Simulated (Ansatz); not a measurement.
Total energies of CH7AlN2 (`[CH3][Al]([NH2])[NH2]`).

Z-matrix (Å, degrees):
```
C
Al 1 1.949
H 1 1.093 2 112.0
H 1 1.094 2 111.6 3 -120.7
H 1 1.094 2 111.2 3 120.1
N 2 1.773 1 120.7 3 167.3
N 2 1.773 1 120.9 3 -13.1
H 6 1.006 2 126.1 1 179.1
H 6 1.006 2 124.0 1 -0.7
H 7 1.006 2 124.0 1 0.5
H 7 1.006 2 126.1 1 -179.3
```

Charge 0, multiplicity 1. All single points use the PBE0-D4/def2-TZVP geometry. It is one conformer, not always the lowest. Basis def2-TZVPP, Ansatz.

RPA on PBE orbitals: Hartree–Fock energy of these orbitals -392.88576 Eh, correlation -1.14113 Eh (frozen core).

| functional | kind | energy without D4 (Eh) | D4 term (kJ/mol) |
| --- | --- | --- | --- |
| B97M-V | meta-GGA with VV10 | -394.34082 | – |
| r2SCANh | meta-GGA hybrid, 10 % | -394.29365 | -4.5 |

Problem. Give the same for LDA (SPW92), PBE, revPBE, BLYP, r2SCAN, PBE0, B3LYP, r2SCAN0, HSE06 (plane-wave form), BHLYP, CAM-B3LYP, LC-ωPBE, ωB97X-V, ωB97M-V, B2PLYP, PBE-QIDH. (Estimate.)

Solution. Ansatz gave: 
```
             functional                                       kind  energy without D4 (Eh)  D4 term (kJ/mol)
            LDA (SPW92)                                        LDA              -392.05662                 –
                    PBE                                        GGA              -394.08075             -16.8
                 revPBE                                        GGA              -394.31169             -49.7
                   BLYP                                        GGA              -394.35660             -36.3
                 r2SCAN                                   meta-GGA              -394.30285              -4.3
                   PBE0         global hybrid, 25 % exact exchange              -394.12053             -14.2
                  B3LYP                        global hybrid, 20 %              -394.44982             -26.8
                r2SCAN0                      meta-GGA hybrid, 25 %              -394.28060              -5.0
HSE06 (plane-wave form)                            screened hybrid              -394.10588             -13.3
                  BHLYP                        global hybrid, 50 %              -394.32854             -20.7
              CAM-B3LYP                     range-separated hybrid              -394.35272             -14.5
                LC-ωPBE                long-range corrected hybrid              -394.24617                 –
                ωB97X-V       range-separated hybrid GGA with VV10              -394.32858                 –
                ωB97M-V  range-separated hybrid meta-GGA with VV10              -394.32884                 –
                 B2PLYP                              double hybrid              -394.17562                 –
               PBE-QIDH                              double hybrid              -394.01540                 –
```

B3LYP takes the VWN-RPA correlation (the form of Gaussian; ORCA's B3LYP/G). HSE06 is the plane-wave form, built on full-range PBE exchange. The double hybrids freeze the cores in their second-order part.

LC-ωPBE has ω = 0.4 bohr⁻¹.
